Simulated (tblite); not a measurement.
C5H7ClFO2 (doublet state).
Cartesian coordinates in Å at the GFN2-xTB level; atoms count from 1:
```
atom  x, y, z in Å
F1    -0.0976   -0.0095    1.7153
C2    -0.3097   -0.0179    0.3349
C3     0.9128   -0.6538   -0.3198
C4     2.1617    0.1553    0.0015
Cl5    3.5784   -0.5775   -0.7879
C6    -1.6570   -0.7174    0.0625
O7    -2.5652    0.3372   -0.1371
C8    -1.8485    1.4862   -0.3265
O9    -0.5052    1.2907   -0.0708
H10    1.0165   -1.6738    0.0538
H11    0.7543   -0.6803   -1.3987
H12    2.0681    1.1752   -0.3703
H13    2.3548    0.1663    1.0738
H14   -1.6053   -1.3485   -0.8324
H15   -1.9784   -1.3132    0.9198
H16   -2.2872    2.3899    0.0706
```

Computed with GFN2-xTB (tblite): harmonic, unscaled wavenumbers at the GFN2-xTB geometry, gas phase. The method is semi-empirical: single wavenumbers can be off by several per cent or more. One conformer, not necessarily the lowest. Open shells enter through the occupations alone, without spin polarisation, and single modes of such species can be off by tens of per cent.

Harmonic wavenumbers (cm⁻¹): 55.7, 87.4, 92.9, 133.3, 183.0, 241.8, 314.0, 341.7, 433.9, 478.8, 673.2, 703.0, 762.8, 780.9, 825.2, 833.1, 870.2, 963.9, 1012.9, 1042.3, 1061.2, 1097.6, 1105.4, 1130.6, 1148.1, 1170.3, 1175.0, 1210.3, 1233.9, 1246.6, 1294.5, 1316.1, 1436.7, 1444.5, 1449.1, 2919.8, 2979.4, 2990.9, 2992.4, 3002.0, 3004.9, 3028.6.

A = 3575, B = 636.9, C = 624.2 MHz; mass 153.012 u (most abundant isotopes); point group C1, symmetry number 1; spin multiplicity 2.

Question: Zero-point energy?

Answer: Half the sum of the wavenumbers: 25134 cm⁻¹ = 71.86 kcal/mol.

Question: What is S at 298.15 K and 1 bar for an ideal gas of classical rigid rotors and harmonic oscillators?

Answer: Translation 41.01, rotation 29.80, vibration 25.52, spin (R ln 2) 1.38: S = 97.7 cal/(mol K).

Question: And Cp and H(298.15 K) − H(0)?

Answer: Cp = 34.23 cal/(mol K), of which vibrations give 26.29 (their classical limit is 42 R = 83.5); H(298.15 K) − H(0) = 6.35 kcal/mol without the zero-point energy, 3.98 from vibrations.

Question: What must be added to the electronic energy to get the Gibbs energy at 298.15 K and 1 bar?

Answer: ZPE + [H(298.15 K) − H(0)] − T·S = 71.86 + 6.35 − 29.13 = 49.08 kcal/mol.

Question: Blend soft modes into free rotors: weight 1/[1 + (100 cm⁻¹/ν̃)⁴] for the oscillator and the rest for a rotor with moment μB/(μ + B), μ = h/(8π²ν), B = 10⁻⁴⁴ kg m². What vibrational entropy results?

Answer: 23.55 cal/(mol K) in place of 25.52, which changes −T·S at 298.15 K by +0.59 kcal/mol.

Question: Which modes carry the vibrational entropy at 298.15 K?

Answer: 55.7 cm⁻¹: 4.60; 87.4 cm⁻¹: 3.72; 92.9 cm⁻¹: 3.60; 133.3 cm⁻¹: 2.90; 183.0 cm⁻¹: 2.30; 241.8 cm⁻¹: 1.79 cal/(mol K); the other 36 give 6.62 together.

Question: How do the functions run with temperature in this model?

Answer: 
```
 T (K)  S (cal/(mol K))  Cp (cal/(mol K))  H − H(0) (kcal/mol)  G − H(0) (kcal/mol)  ln q(vib)
    50             60.7              13.0                 0.49                -2.54       0.41
   100             71.3              17.8                 1.27                -5.86       1.52
373.15            106.1              41.1                 9.18               -30.43       7.81
   500            119.6              51.0                15.04               -44.76      10.65
   750            143.0              63.9                29.55               -77.67      16.09
  1000            162.5              71.8                46.58              -115.92      21.16
```

q(vib) and H(0) count from the zero-point level.

Hindered rotation and anharmonicity are outside this model. Other conformers, if any are populated, would add a mixing term that is left out. The structure is chiral; the term R ln 2 for an equal mix with its mirror image is left out.
